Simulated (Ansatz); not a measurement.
Ansatz (an electronic-structure program) input (HF/3-21G): The .json file is the Basis Set Exchange's 3-21G.

Ansatz 0.2 input:
```yaml
crystal:
  periodic: [false, false, false]
  atoms:
    - {symbol: Ge, position_ang: [0.09298816, -0.60479861, -0.00696832]}
    - {symbol: O, position_ang: [1.70217704, -0.65411931, -0.36795544]}
    - {symbol: Cl, position_ang: [-0.89908329, 1.57660517, 0.16594164]}
    - {symbol: H, position_ang: [-0.93105010, -1.13626893, -1.05694548]}
    - {symbol: H, position_ang: [-0.37757131, -1.07950905, 1.40256737]}
basis:
  gaussian:
    orbitals: 3-21G.json
hamiltonian:
  xc: {name: HF}
total_charge: -1
phonons: {temperatures: {t_min: 298.15, t_max: 298.15, t_step: 100}}
```

Output:

```
Functional definition: HF
integrals: 0.01 GiB planned
521 factors; integrals over basis functions are off by at most 2.2e-4 eV
mean field: 0.12 GiB planned
mean field evaluation 1: about -70702.1077 eV, gradient 2.6e1 eV
mean field evaluation 2: about -70702.2015 eV, gradient 2.7e1 eV
mean field evaluation 4: about -70704.1551 eV, gradient 1.4e0 eV
mean field evaluation 8: about -70704.1685 eV, gradient 3.4e-4 eV
mean field -70704.16849964 eV, -2598.3302673552 hartree, gradient 5.1e-5 eV, S^2 0.000000; 0 other end points of the search recorded, 0 dependent functions left out
the calculation of the forces begins
reference -70704.16849964 eV, -2598.3302673552 hartree; 30, 30 occupied and 19, 19 virtual orbitals, 521 factors
these checks for a lower state are left out or cut short: stability, starts, cluster_reference, orbital_swaps, neighbouring_geometries, increment
integrals: 0.01 GiB planned
521 factors; integrals over basis functions are off by at most 2.2e-4 eV
mean field: 0.12 GiB planned
mean field evaluation 16: about -70704.1683 eV, gradient 1.2e-3 eV
mean field -70704.16830210 eV, -2598.3302600956 hartree, gradient 3.2e-6 eV, S^2 0.000000; 0 other end points of the search recorded, 0 dependent functions left out
the calculation of the forces begins
reference -70704.16830210 eV, -2598.3302600956 hartree; 30, 30 occupied and 19, 19 virtual orbitals, 521 factors
these checks for a lower state are left out or cut short: stability, starts, cluster_reference, orbital_swaps, neighbouring_geometries, increment
integrals: 0.01 GiB planned
521 factors; integrals over basis functions are off by at most 2.2e-4 eV
mean field: 0.12 GiB planned
mean field evaluation 32: about -70704.1683 eV, gradient 3.2e-6 eV
mean field -70704.16830318 eV, -2598.3302601353 hartree, gradient 3.2e-6 eV, S^2 0.000000; 0 other end points of the search recorded, 0 dependent functions left out
the calculation of the forces begins
reference -70704.16830318 eV, -2598.3302601353 hartree; 30, 30 occupied and 19, 19 virtual orbitals, 521 factors
these checks for a lower state are left out or cut short: stability, starts, cluster_reference, orbital_swaps, neighbouring_geometries, increment
integrals: 0.01 GiB planned
521 factors; integrals over basis functions are off by at most 2.2e-4 eV
mean field: 0.12 GiB planned
mean field -70704.16843451 eV, -2598.3302649617 hartree, gradient 3.2e-6 eV, S^2 0.000000; 0 other end points of the search recorded, 0 dependent functions left out
the calculation of the forces begins
reference -70704.16843451 eV, -2598.3302649617 hartree; 30, 30 occupied and 19, 19 virtual orbitals, 521 factors
these checks for a lower state are left out or cut short: stability, starts, cluster_reference, orbital_swaps, neighbouring_geometries, increment
integrals: 0.01 GiB planned
521 factors; integrals over basis functions are off by at most 2.2e-4 eV
mean field: 0.12 GiB planned
mean field -70704.16843594 eV, -2598.3302650142 hartree, gradient 3.2e-6 eV, S^2 0.000000; 0 other end points of the search recorded, 0 dependent functions left out
the calculation of the forces begins
reference -70704.16843594 eV, -2598.3302650142 hartree; 30, 30 occupied and 19, 19 virtual orbitals, 521 factors
these checks for a lower state are left out or cut short: stability, starts, cluster_reference, orbital_swaps, neighbouring_geometries, increment
integrals: 0.01 GiB planned
521 factors; integrals over basis functions are off by at most 2.2e-4 eV
mean field: 0.12 GiB planned
mean field -70704.16834175 eV, -2598.3302615527 hartree, gradient 3.3e-6 eV, S^2 0.000000; 0 other end points of the search recorded, 0 dependent functions left out
the calculation of the forces begins
reference -70704.16834175 eV, -2598.3302615527 hartree; 30, 30 occupied and 19, 19 virtual orbitals, 521 factors
these checks for a lower state are left out or cut short: stability, starts, cluster_reference, orbital_swaps, neighbouring_geometries, increment
integrals: 0.01 GiB planned
521 factors; integrals over basis functions are off by at most 2.2e-4 eV
mean field: 0.12 GiB planned
mean field evaluation 64: about -70704.1683 eV, gradient 1.2e-3 eV
mean field -70704.16834214 eV, -2598.3302615672 hartree, gradient 3.2e-6 eV, S^2 0.000000; 0 other end points of the search recorded, 0 dependent functions left out
the calculation of the forces begins
reference -70704.16834214 eV, -2598.3302615672 hartree; 30, 30 occupied and 19, 19 virtual orbitals, 521 factors
these checks for a lower state are left out or cut short: stability, starts, cluster_reference, orbital_swaps, neighbouring_geometries, increment
integrals: 0.01 GiB planned
521 factors; integrals over basis functions are off by at most 2.2e-4 eV
mean field: 0.12 GiB planned
mean field -70704.16849121 eV, -2598.3302670452 hartree, gradient 3.2e-6 eV, S^2 0.000000; 0 other end points of the search recorded, 0 dependent functions left out
the calculation of the forces begins
reference -70704.16849121 eV, -2598.3302670452 hartree; 30, 30 occupied and 19, 19 virtual orbitals, 521 factors
these checks for a lower state are left out or cut short: stability, starts, cluster_reference, orbital_swaps, neighbouring_geometries, increment
integrals: 0.01 GiB planned
521 factors; integrals over basis functions are off by at most 2.2e-4 eV
mean field: 0.12 GiB planned
mean field -70704.16849104 eV, -2598.3302670389 hartree, gradient 3.2e-6 eV, S^2 0.000000; 0 other end points of the search recorded, 0 dependent functions left out
the calculation of the forces begins
reference -70704.16849104 eV, -2598.3302670389 hartree; 30, 30 occupied and 19, 19 virtual orbitals, 521 factors
these checks for a lower state are left out or cut short: stability, starts, cluster_reference, orbital_swaps, neighbouring_geometries, increment
integrals: 0.01 GiB planned
521 factors; integrals over basis functions are off by at most 2.2e-4 eV
mean field: 0.12 GiB planned
mean field evaluation 96: about -70704.1685 eV, gradient 1.3e-6 eV
mean field -70704.16849351 eV, -2598.3302671299 hartree, gradient 3.2e-6 eV, S^2 0.000000; 0 other end points of the search recorded, 0 dependent functions left out
the calculation of the forces begins
reference -70704.16849351 eV, -2598.3302671299 hartree; 30, 30 occupied and 19, 19 virtual orbitals, 521 factors
these checks for a lower state are left out or cut short: stability, starts, cluster_reference, orbital_swaps, neighbouring_geometries, increment
integrals: 0.01 GiB planned
521 factors; integrals over basis functions are off by at most 2.2e-4 eV
mean field: 0.12 GiB planned
mean field -70704.16849281 eV, -2598.3302671040 hartree, gradient 3.2e-6 eV, S^2 0.000000; 0 other end points of the search recorded, 0 dependent functions left out
the calculation of the forces begins
reference -70704.16849281 eV, -2598.3302671040 hartree; 30, 30 occupied and 19, 19 virtual orbitals, 521 factors
these checks for a lower state are left out or cut short: stability, starts, cluster_reference, orbital_swaps, neighbouring_geometries, increment
integrals: 0.01 GiB planned
521 factors; integrals over basis functions are off by at most 2.2e-4 eV
mean field: 0.12 GiB planned
mean field -70704.16848873 eV, -2598.3302669541 hartree, gradient 3.2e-6 eV, S^2 0.000000; 0 other end points of the search recorded, 0 dependent functions left out
the calculation of the forces begins
reference -70704.16848873 eV, -2598.3302669541 hartree; 30, 30 occupied and 19, 19 virtual orbitals, 521 factors
these checks for a lower state are left out or cut short: stability, starts, cluster_reference, orbital_swaps, neighbouring_geometries, increment
integrals: 0.01 GiB planned
521 factors; integrals over basis functions are off by at most 2.2e-4 eV
mean field: 0.12 GiB planned
mean field -70704.16848761 eV, -2598.3302669129 hartree, gradient 3.2e-6 eV, S^2 0.000000; 0 other end points of the search recorded, 0 dependent functions left out
the calculation of the forces begins
reference -70704.16848761 eV, -2598.3302669129 hartree; 30, 30 occupied and 19, 19 virtual orbitals, 521 factors
these checks for a lower state are left out or cut short: stability, starts, cluster_reference, orbital_swaps, neighbouring_geometries, increment
integrals: 0.01 GiB planned
521 factors; integrals over basis functions are off by at most 2.2e-4 eV
mean field: 0.12 GiB planned
mean field evaluation 128: about -70704.0431 eV, gradient 1.2e-3 eV
mean field -70704.16847371 eV, -2598.3302664023 hartree, gradient 3.2e-6 eV, S^2 0.000000; 0 other end points of the search recorded, 0 dependent functions left out
the calculation of the forces begins
reference -70704.16847371 eV, -2598.3302664023 hartree; 30, 30 occupied and 19, 19 virtual orbitals, 521 factors
these checks for a lower state are left out or cut short: stability, starts, cluster_reference, orbital_swaps, neighbouring_geometries, increment
integrals: 0.01 GiB planned
521 factors; integrals over basis functions are off by at most 2.2e-4 eV
mean field: 0.12 GiB planned
mean field -70704.16847319 eV, -2598.3302663831 hartree, gradient 3.2e-6 eV, S^2 0.000000; 0 other end points of the search recorded, 0 dependent functions left out
the calculation of the forces begins
reference -70704.16847319 eV, -2598.3302663831 hartree; 30, 30 occupied and 19, 19 virtual orbitals, 521 factors
these checks for a lower state are left out or cut short: stability, starts, cluster_reference, orbital_swaps, neighbouring_geometries, increment
integrals: 0.01 GiB planned
521 factors; integrals over basis functions are off by at most 2.2e-4 eV
mean field: 0.12 GiB planned
mean field -70704.16848980 eV, -2598.3302669935 hartree, gradient 3.2e-6 eV, S^2 0.000000; 0 other end points of the search recorded, 0 dependent functions left out
the calculation of the forces begins
reference -70704.16848980 eV, -2598.3302669935 hartree; 30, 30 occupied and 19, 19 virtual orbitals, 521 factors
these checks for a lower state are left out or cut short: stability, starts, cluster_reference, orbital_swaps, neighbouring_geometries, increment
integrals: 0.01 GiB planned
521 factors; integrals over basis functions are off by at most 2.2e-4 eV
mean field: 0.12 GiB planned
mean field evaluation 160: about -70704.1685 eV, gradient 1.9e-4 eV
mean field -70704.16848974 eV, -2598.3302669913 hartree, gradient 3.2e-6 eV, S^2 0.000000; 0 other end points of the search recorded, 0 dependent functions left out
the calculation of the forces begins
reference -70704.16848974 eV, -2598.3302669913 hartree; 30, 30 occupied and 19, 19 virtual orbitals, 521 factors
these checks for a lower state are left out or cut short: stability, starts, cluster_reference, orbital_swaps, neighbouring_geometries, increment
integrals: 0.01 GiB planned
521 factors; integrals over basis functions are off by at most 2.2e-4 eV
mean field: 0.12 GiB planned
mean field -70704.16847367 eV, -2598.3302664008 hartree, gradient 3.2e-6 eV, S^2 0.000000; 0 other end points of the search recorded, 0 dependent functions left out
the calculation of the forces begins
reference -70704.16847367 eV, -2598.3302664008 hartree; 30, 30 occupied and 19, 19 virtual orbitals, 521 factors
these checks for a lower state are left out or cut short: stability, starts, cluster_reference, orbital_swaps, neighbouring_geometries, increment
integrals: 0.01 GiB planned
521 factors; integrals over basis functions are off by at most 2.2e-4 eV
mean field: 0.12 GiB planned
mean field -70704.16847311 eV, -2598.3302663802 hartree, gradient 3.2e-6 eV, S^2 0.000000; 0 other end points of the search recorded, 0 dependent functions left out
the calculation of the forces begins
reference -70704.16847311 eV, -2598.3302663802 hartree; 30, 30 occupied and 19, 19 virtual orbitals, 521 factors
Total energy: -70704.16849964 eV, -2598.3302673552 hartree
Atom 0 at     0.092988    -0.604799    -0.006968 Å, force     0.000047     0.000369    -0.000019 eV/Å
Atom 1 at     1.702177    -0.654119    -0.367955 Å, force    -0.000358    -0.000049     0.000082 eV/Å
Atom 2 at    -0.899083     1.576605     0.165942 Å, force     0.000143    -0.000332    -0.000024 eV/Å
Atom 3 at    -0.931050    -1.136269    -1.056945 Å, force     0.000117     0.000009     0.000125 eV/Å
Atom 4 at    -0.377571    -1.079509     1.402567 Å, force     0.000052     0.000003    -0.000163 eV/Å
Dipole moment:    -0.439991    -0.522762     0.111078 e Å
Vibrations: 220.37 284.48 551.78 746.09 840.39 1017.91 1039.51 2012.85 2075.08 cm⁻¹, zero-point energy 0.544815 eV
```

The blocks after the first are displaced geometries, from whose forces the wavenumbers follow.

The dipole moment of an ion depends on the origin.
